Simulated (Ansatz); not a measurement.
Geometry optimisation, RHF/def2-SVP (Ansatz 0.2.0).

Input:

```yaml
crystal:
  periodic: [false, false, false]
  atoms:
    - { symbol: Al, position_ang: [-0.124904, 0.541008, -0.466578] }
    - { symbol: F, position_ang: [-0.139468, 0.123516, 2.383927] }
    - { symbol: F, position_ang: [1.260232, -0.315017, -0.679041] }
    - { symbol: "N", position_ang: [-1.664123, 0.012964, -1.090298] }
    - { symbol: H, position_ang: [-1.82941, -0.873547, -1.526717] }
    - { symbol: H, position_ang: [-2.517027, 0.534366, -1.029893] }
    - { symbol: Cl, position_ang: [0.074278, 2.53579, 0.421137] }
    - { symbol: H, position_ang: [0.022822, 1.013719, 2.492663] }
basis:
  gaussian: { orbitals: def2-SVP }
hamiltonian:
  xc: hf
relax:
  f_tol: 0.03
  max_steps: 50
```

Command:

```bash
$ ansatz run input.yaml --threads 1 --pin off --max-ram 2048MiB --backend cpu --events-out ev --progress --plain --runs-dir out
```

Task: Where does it end, and by what steps?

Result: The forces met the threshold. After 7 steps the energy has fallen by 0.311 eV; F2 moved furthest, 0.58 Å. Joined: Al1–F2 (2.88 → 2.06 Å).

| step | energy less start (eV) | largest force component (eV/Å) | accepted |
| --- | --- | --- | --- |
| 0 | 0.0000 | 1.011 | yes |
| 1 | -0.0877 | 1.291 | yes |
| 2 | -0.2215 | 1.170 | yes |
| 3 | -0.3009 | 0.461 | yes |
| 4 | -0.3054 | 0.422 | yes |
| 5 | -0.3054 | 0.320 | yes |
| 6 | -0.3105 | 0.092 | yes |
| 7 | -0.3109 | 0.013 | yes |

```xyz
8
Properties=species:S:1:pos:R:3
Al -0.137 0.560 -0.197
F -0.205 0.097 1.807
F 1.263 -0.274 -0.468
N -1.645 0.019 -0.916
H -1.780 -0.869 -1.360
H -2.473 0.575 -0.999
Cl 0.075 2.616 0.344
H -0.016 0.848 2.295
```

Whether the end is a true minimum wasn't checked by a vibrational analysis.

Run time: 15 s on 1 thread of Arm Neoverse V2, with other jobs on the host, peak memory 0.17 GiB.
